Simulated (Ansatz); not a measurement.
Dissociation curve of GeC, lowest singlet found (which spin is the ground state isn't settled by this scan).

Methods: RKS-PBE = restricted PBE/cc-pVDZ (Ansatz, a program for electronic structure); RCCSD = CCSD on RHF/cc-pVDZ, cores with 3d frozen run with Ansatz; RKS-BLYP = restricted BLYP/cc-pVDZ run with Ansatz.

Total energies in hartree (comparable only within one method and basis):

```csv
R / Å,RKS-PBE,RCCSD,RKS-BLYP
1.41,-2114.37610,-2113.06549,-2114.79387
1.53,-2114.44697,-2113.14264,-2114.86591
1.62,-2114.47082,-2113.17094,-2114.89084
1.71,-2114.47880,-2113.15281,-2114.90005
1.78,-2114.47769,-2113.16703,-2114.89998
1.87,-2114.47167,-2113.17616,-2114.89644
1.90,-2114.46999,-2113.17746,-2114.89545
1.98,-2114.46693,-2113.17775,-2114.89346
2.05,-2114.46479,-2113.17513,-2114.89183
2.10,-2114.46214,-2113.17208,-2114.88956
2.23,-2114.45200,—,-2114.88045
2.34,-2114.44119,—,-2114.87050
2.46,-2114.42832,—,-2114.85852
2.65,-2114.40750,—,-2114.83901
2.84,-2114.38770,—,-2114.82037
3.12,-2114.36214,—,-2114.79624
3.49,-2114.33567,—,-2114.77127
```

A dash means that the run gave no value there, or that the column was ended at a point which the program doubted or which failed a test of continuity chosen for this set; such a test can also cut sound points.

The scan ran from 1.41 to 6.65 Å; beyond the distances shown full CI changes its symmetry label. The restricted form behind RKS-PBE, RKS-BLYP keeps the bonding electrons paired and can't separate into open-shell fragments. The T1 diagnostic of CCSD on the restricted reference of RCCSD exceeds 0.045 at 1.41 to 1.62, 2.46 to 3.12 Å. At the minimum RCCSD lies far from FCI: another state is possible.
